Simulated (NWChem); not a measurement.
Molecule: CH7GeN; SMILES C[NH][GeH3]

```xyz
10

Ge     0.0322     0.7508    -0.0064
N     -0.5888    -0.9733    -0.0893
C      0.3198    -2.0903     0.0178
H     -1.1885     1.6702    -0.1787
H      0.7520     1.1028     1.3221
H      1.0339     0.9298    -1.1615
H     -1.4536    -1.1222     0.4214
H     -0.1737    -3.0256    -0.2967
H      0.7397    -2.2638     1.0307
H      1.1751    -1.9452    -0.6629
```
Atoms are numbered in this order, from 1.

Level: PBE0/def2-SVP (NWChem), optimised geometry, unscaled harmonic frequencies. 

### Question
List the harmonic frequencies with IR intensities, and the thermochemistry.

### Answer
```tsv
frequency (cm⁻¹)	IR intensity (km/mol)
127	0.8
161	2.3
227	3.3
498	111.0
594	35.2
627	57.8
699	49.7
846	90.7
878	115.5
902	49.1
1093	2.7
1141	0.9
1167	76.1
1389	13.8
1444	8.1
1469	18.2
1492	3.8
2096	173.7
2162	87.1
2172	126.8
2980	96.1
3075	37.2
3122	20.4
3616	13.4
```

- zero-point energy = 48.6 kcal/mol
- thermal correction to the enthalpy at 298.15 K (with zero-point energy) = 52.6 kcal/mol
- heat capacity Cv = 18.4 cal/(mol K)
- entropy at 298.15 K and 1 atm (symmetry number 1) = 74.1 cal/(mol K)
- dipole moment = 0.88 D

Rigid rotor and harmonic oscillator.
